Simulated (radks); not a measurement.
All-electron atom: the bromine ion Br+ in [Ar] 3d8 4s2 4p4 5p2 (not the ground configuration). All-electron calculation, Dirac Kohn-Sham, LDA (Slater exchange, Perdew-Zunger correlation), spin-unpolarised, spherical densities, finite nucleus; open shells fill j = l - 1/2 first; Fermi nuclear charge, rms radius 4.1629 fm. Program: a radial shooting solver on a logarithmic mesh with Libxc functionals.

Normalised radial functions P(r) = r R(r) (large component), r in bohr:

| r | 5p1/2 |
|---|---|
| 0.003453 | 0.0012 |
| 0.004605 | 0.0019 |
| 0.006192 | 0.0031 |
| 0.008258 | 0.0050 |
| 0.0111 | 0.0081 |
| 0.01481 | 0.0131 |
| 0.01991 | 0.0209 |
| 0.02655 | 0.0322 |
| 0.0357 | 0.0482 |
| 0.04762 | 0.0678 |
| 0.06402 | 0.0890 |
| 0.08539 | 0.1031 |
| 0.1148 | 0.0983 |
| 0.1531 | 0.0611 |
| 0.2059 | -0.0147 |
| 0.2746 | -0.1049 |
| 0.3691 | -0.1626 |
| 0.4923 | -0.1292 |
| 0.6619 | 0.0104 |
| 0.8829 | 0.1851 |
| 1.187 | 0.2805 |
| 1.583 | 0.1902 |
| 2.129 | -0.0829 |
| 2.839 | -0.3840 |
| 3.817 | -0.5470 |
| 5.091 | -0.4741 |
| 6.844 | -0.2534 |
| 9.129 | -0.0800 |
| 12.27 | -0.0125 |

5p1/2: eigenvalue -7.315 eV, 3 radial nodes at r = 0.196, 0.650, 1.97 bohr, <r> = 4.44 bohr, 90 % of the charge inside 6.40 bohr.
